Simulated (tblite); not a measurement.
Record of a relaxation.

Compound: C₃H₇AsSi.
Bonds: C1–C2, C2–C3 (triple), C3–Si4, Si4–As5. Hydrogens: H6, H7, H8 on C1; H9, H10 on Si4; H11, H12 on As5.

Computed with GFN2-xTB (tblite), gas phase: L-BFGS steps from a force-field or distance-geometry start until the largest atomic force falls under 0.01 eV/Å. 11 of its 23 geometries are shown.

Step 0: E = -381.3725 eV, largest atomic force 2.152 eV/Å
```
atom  x, y, z in Å  |  force x, y, z in eV/Å
C1      2.788    0.668    0.426   -0.566   0.116  -0.090
C2      1.420    0.135    0.311    2.022   0.701   0.226
C3      0.317   -0.318    0.236   -0.528  -0.256  -0.007
Si4    -1.375   -0.975    0.090   -0.768  -0.383   0.252
As5    -2.560    0.233   -1.474   -0.590   0.429   0.044
H6      2.955    1.384   -0.406    0.027  -0.415   0.504
H7      2.894    1.200    1.393   -0.019  -0.305  -0.555
H8      3.521   -0.153    0.371   -0.304   0.364   0.008
H9     -1.306   -2.395   -0.312    0.051   0.051   0.052
H10    -2.051   -0.880    1.406    0.202  -0.091  -0.039
H11    -3.924   -0.364   -1.000    0.575   0.362  -0.060
H12    -2.678    1.463   -0.523   -0.102  -0.574  -0.333
```

Step 2: E = -381.4511 eV, largest atomic force 0.401 eV/Å
```
atom  x, y, z in Å  |  force x, y, z in eV/Å
C1      2.779    0.673    0.424    0.246  -0.058   0.028
C2      1.444    0.142    0.315   -0.351  -0.186   0.024
C3      0.329   -0.314    0.238   -0.103  -0.057   0.013
Si4    -1.397   -0.985    0.097    0.225   0.155  -0.021
As5    -2.578    0.246   -1.473   -0.200   0.165  -0.093
H6      2.956    1.373   -0.392    0.087   0.011   0.024
H7      2.894    1.192    1.378    0.021  -0.014  -0.071
H8      3.512   -0.142    0.372   -0.136   0.191  -0.006
H9     -1.305   -2.394   -0.310    0.022  -0.071   0.020
H10    -2.046   -0.882    1.406    0.051  -0.082   0.205
H11    -3.907   -0.353   -1.002    0.285   0.282   0.019
H12    -2.681    1.446   -0.532   -0.148  -0.335  -0.141
```

Step 4: E = -381.4709 eV, largest atomic force 0.243 eV/Å
```
atom  x, y, z in Å  |  force x, y, z in eV/Å
C1      2.781    0.671    0.424   -0.215   0.003  -0.026
C2      1.439    0.136    0.317    0.168   0.048   0.033
C3      0.326   -0.317    0.239   -0.176  -0.081   0.008
Si4    -1.394   -0.981    0.097   -0.060   0.040  -0.051
As5    -2.589    0.256   -1.479    0.138  -0.040  -0.196
H6      2.961    1.371   -0.389    0.046   0.055  -0.056
H7      2.895    1.190    1.372    0.019   0.053   0.079
H8      3.506   -0.134    0.371    0.104  -0.108  -0.019
H9     -1.303   -2.397   -0.309    0.011   0.027   0.036
H10    -2.041   -0.888    1.416    0.093  -0.072   0.081
H11    -3.890   -0.336   -1.001    0.026   0.153   0.085
H12    -2.690    1.426   -0.541   -0.154  -0.077   0.024
```

Step 7: E = -381.4830 eV, largest atomic force 0.119 eV/Å
```
atom  x, y, z in Å  |  force x, y, z in eV/Å
C1      2.773    0.671    0.423    0.095   0.007   0.015
C2      1.435    0.132    0.321   -0.056   0.008  -0.020
C3      0.320   -0.321    0.241    0.082   0.039   0.014
Si4    -1.400   -0.975    0.093   -0.076  -0.033   0.015
As5    -2.582    0.258   -1.502    0.104  -0.058   0.000
H6      2.967    1.374   -0.390   -0.055  -0.030   0.017
H7      2.897    1.192    1.373   -0.028  -0.014  -0.020
H8      3.508   -0.134    0.369   -0.035   0.003   0.000
H9     -1.301   -2.395   -0.304   -0.009   0.043   0.019
H10    -2.026   -0.899    1.430    0.084  -0.039  -0.036
H11    -3.876   -0.308   -0.991   -0.056   0.026  -0.003
H12    -2.713    1.404   -0.545   -0.050   0.047  -0.002
```

Step 9: E = -381.4845 eV, largest atomic force 0.064 eV/Å
```
atom  x, y, z in Å  |  force x, y, z in eV/Å
C1      2.775    0.671    0.423   -0.002  -0.012   0.004
C2      1.435    0.133    0.321   -0.004   0.017  -0.010
C3      0.320   -0.320    0.242   -0.001   0.010   0.002
Si4    -1.404   -0.976    0.093    0.055   0.008   0.015
As5    -2.576    0.256   -1.505   -0.009  -0.004   0.063
H6      2.966    1.373   -0.390   -0.032  -0.013   0.003
H7      2.896    1.192    1.373   -0.012  -0.007  -0.004
H8      3.507   -0.135    0.369   -0.014  -0.006   0.002
H9     -1.302   -2.393   -0.302   -0.008  -0.001   0.003
H10    -2.020   -0.903    1.430    0.047  -0.030   0.013
H11    -3.877   -0.303   -0.991   -0.004   0.024  -0.046
H12    -2.718    1.404   -0.545   -0.015   0.014  -0.047
```

Step 11: E = -381.4856 eV, largest atomic force 0.077 eV/Å
```
atom  x, y, z in Å  |  force x, y, z in eV/Å
C1      2.776    0.670    0.424   -0.076  -0.004  -0.011
C2      1.435    0.135    0.320    0.049   0.010   0.012
C3      0.321   -0.319    0.243   -0.047  -0.010  -0.007
Si4    -1.402   -0.976    0.095    0.063   0.010   0.010
As5    -2.572    0.253   -1.502   -0.044   0.026   0.016
H6      2.961    1.371   -0.389    0.009   0.014  -0.020
H7      2.894    1.192    1.373    0.007   0.005   0.021
H8      3.505   -0.137    0.369    0.014  -0.023   0.001
H9     -1.303   -2.391   -0.301    0.001  -0.028  -0.010
H10    -2.011   -0.908    1.432    0.017  -0.022   0.066
H11    -3.879   -0.298   -0.994    0.006   0.008  -0.042
H12    -2.724    1.407   -0.550    0.002   0.016  -0.035
```

Step 13: E = -381.4865 eV, largest atomic force 0.065 eV/Å
```
atom  x, y, z in Å  |  force x, y, z in eV/Å
C1      2.774    0.669    0.424   -0.006   0.015  -0.007
C2      1.435    0.137    0.319    0.010  -0.017   0.018
C3      0.321   -0.317    0.244   -0.008   0.000  -0.009
Si4    -1.398   -0.975    0.097   -0.028  -0.019   0.016
As5    -2.570    0.252   -1.498   -0.014   0.021  -0.038
H6      2.958    1.370   -0.390    0.026   0.015  -0.014
H7      2.892    1.191    1.373    0.011   0.001   0.009
H8      3.504   -0.138    0.369   -0.002   0.001   0.001
H9     -1.303   -2.391   -0.300    0.008  -0.022  -0.015
H10    -2.001   -0.915    1.437    0.012  -0.014   0.062
H11    -3.880   -0.292   -1.000   -0.018  -0.019  -0.021
H12    -2.729    1.409   -0.556    0.010   0.039  -0.002
```

Step 15: E = -381.4873 eV, largest atomic force 0.093 eV/Å
```
atom  x, y, z in Å  |  force x, y, z in eV/Å
C1      2.773    0.670    0.423    0.070   0.014   0.006
C2      1.435    0.136    0.320   -0.053  -0.027   0.004
C3      0.320   -0.316    0.243    0.029   0.007  -0.005
Si4    -1.397   -0.977    0.100   -0.088  -0.023   0.017
As5    -2.571    0.253   -1.498    0.025  -0.003  -0.024
H6      2.957    1.371   -0.392    0.019  -0.003   0.013
H7      2.892    1.191    1.374    0.008  -0.002  -0.018
H8      3.502   -0.140    0.369   -0.018   0.031  -0.002
H9     -1.303   -2.393   -0.300    0.007   0.007  -0.008
H10    -1.992   -0.922    1.448    0.018  -0.010   0.016
H11    -3.883   -0.288   -1.007   -0.027  -0.025  -0.007
H12    -2.732    1.414   -0.562    0.011   0.034   0.009
```

Step 18: E = -381.4882 eV, largest atomic force 0.024 eV/Å
```
atom  x, y, z in Å  |  force x, y, z in eV/Å
C1      2.773    0.671    0.423   -0.017  -0.011   0.001
C2      1.434    0.135    0.322   -0.013   0.006  -0.006
C3      0.319   -0.316    0.242   -0.016  -0.014  -0.004
Si4    -1.401   -0.979    0.105   -0.007   0.013   0.002
As5    -2.569    0.254   -1.499    0.005  -0.008   0.022
H6      2.958    1.371   -0.392    0.010  -0.003   0.015
H7      2.893    1.190    1.374    0.009   0.009  -0.010
H8      3.500   -0.139    0.369    0.014   0.007  -0.005
H9     -1.303   -2.395   -0.302   -0.002   0.021  -0.002
H10    -1.980   -0.930    1.460    0.002  -0.007   0.000
H11    -3.888   -0.287   -1.016    0.005  -0.002  -0.009
H12    -2.735    1.423   -0.568    0.010  -0.010  -0.004
```

Step 20: E = -381.4883 eV, largest atomic force 0.028 eV/Å
```
atom  x, y, z in Å  |  force x, y, z in eV/Å
C1      2.773    0.670    0.423   -0.027  -0.005  -0.003
C2      1.432    0.135    0.322    0.013   0.009  -0.002
C3      0.318   -0.316    0.242   -0.012  -0.008  -0.002
Si4    -1.403   -0.979    0.106    0.018   0.009   0.005
As5    -2.568    0.254   -1.498   -0.005  -0.001   0.002
H6      2.959    1.371   -0.391    0.002   0.002   0.000
H7      2.894    1.191    1.373    0.002   0.004   0.002
H8      3.501   -0.138    0.368    0.008  -0.007  -0.002
H9     -1.303   -2.393   -0.302   -0.005   0.009  -0.004
H10    -1.979   -0.932    1.461   -0.007  -0.005   0.012
H11    -3.888   -0.287   -1.017    0.007   0.001  -0.007
H12    -2.734    1.423   -0.569    0.007  -0.009   0.000
```

Step 22: E = -381.4883 eV, largest atomic force 0.010 eV/Å
```
atom  x, y, z in Å  |  force x, y, z in eV/Å
C1      2.772    0.670    0.423    0.005   0.003  -0.001
C2      1.432    0.136    0.322    0.003   0.002  -0.002
C3      0.317   -0.317    0.241    0.006   0.002   0.000
Si4    -1.403   -0.978    0.107    0.002   0.002   0.008
As5    -2.568    0.254   -1.497    0.003  -0.002  -0.007
H6      2.959    1.371   -0.391   -0.004   0.001  -0.003
H7      2.894    1.191    1.373   -0.004  -0.002   0.001
H8      3.501   -0.138    0.368   -0.005  -0.003   0.000
H9     -1.303   -2.392   -0.303   -0.005   0.006  -0.005
H10    -1.978   -0.933    1.463   -0.006  -0.004   0.007
H11    -3.888   -0.287   -1.018    0.001  -0.001  -0.002
H12    -2.734    1.423   -0.570    0.004  -0.004   0.004
```

Problem. Summarise the path.

Solution. The energy falls by 2.67 kcal/mol from step 0 to step 22; nine tenths of that is first reached at step 6. It falls at every step. The largest force goes from 2.152 to 0.010 eV/Å. Among the bonds As5–H11 changes most (a near tie, within 0.001 Å, with another), from 1.563 to 1.505 Å; the atoms move by 0.050 Å rms after alignment.

Problem. Follow the three bonds and two angles with the largest change from start to end.

Solution. 
| step | E above end (kcal/mol) | largest force (eV/Å) | As5–H11 (Å) | As5–H12 (Å) | Si4–As5 (Å) | As5–Si4–H10 (°) | H11–As5–H12 (°) |
| --- | --- | --- | --- | --- | --- | --- | --- |
| 0 | 2.67 | 2.152 | 1.563 | 1.559 | 2.305 | 109.5 | 92.9 |
| 1 | 2.30 | 3.137 | 1.548 | 1.544 | 2.312 | 109.8 | 93.2 |
| 2 | 0.86 | 0.401 | 1.532 | 1.528 | 2.318 | 110.0 | 93.4 |
| 3 | 0.63 | 0.314 | 1.523 | 1.519 | 2.324 | 110.1 | 93.3 |
| 4 | 0.40 | 0.243 | 1.507 | 1.503 | 2.333 | 110.3 | 92.8 |
| 5 | 0.30 | 0.286 | 1.501 | 1.498 | 2.336 | 110.6 | 92.2 |
| 6 | 0.18 | 0.228 | 1.499 | 1.496 | 2.338 | 111.4 | 90.8 |
| 7 | 0.12 | 0.119 | 1.502 | 1.499 | 2.337 | 112.1 | 89.8 |
| 8 | 0.10 | 0.071 | 1.505 | 1.503 | 2.335 | 112.5 | 89.2 |
| 9 | 0.09 | 0.064 | 1.507 | 1.504 | 2.333 | 112.7 | 89.0 |
| 10 | 0.08 | 0.077 | 1.507 | 1.504 | 2.331 | 112.8 | 88.9 |
| 11 | 0.06 | 0.077 | 1.507 | 1.503 | 2.329 | 113.0 | 88.8 |
| 12 | 0.05 | 0.076 | 1.505 | 1.502 | 2.328 | 113.2 | 88.8 |
| 13 | 0.04 | 0.065 | 1.503 | 1.500 | 2.329 | 113.3 | 88.8 |
| 14 | 0.03 | 0.073 | 1.503 | 1.500 | 2.331 | 113.5 | 88.8 |
| 15 | 0.02 | 0.093 | 1.502 | 1.500 | 2.334 | 113.8 | 88.9 |
| 16 | 0.01 | 0.076 | 1.503 | 1.501 | 2.336 | 114.2 | 89.0 |
| 17 | 0.01 | 0.039 | 1.504 | 1.502 | 2.337 | 114.5 | 89.1 |
| 18 | 0.00 | 0.024 | 1.505 | 1.503 | 2.336 | 114.7 | 89.1 |
| 19 | 0.00 | 0.034 | 1.505 | 1.503 | 2.335 | 114.8 | 89.2 |
| 20 | 0.00 | 0.028 | 1.505 | 1.503 | 2.334 | 114.8 | 89.2 |
| 21 | 0.00 | 0.013 | 1.505 | 1.502 | 2.334 | 114.9 | 89.2 |
| 22 | 0.00 | 0.010 | 1.505 | 1.502 | 2.334 | 114.9 | 89.2 |

What follows is the cost of the whole relaxation. On Intel Xeon Platinum 8259CL at 2.50 GHz, one thread, no GPU (shared host), this took 0.28 s.
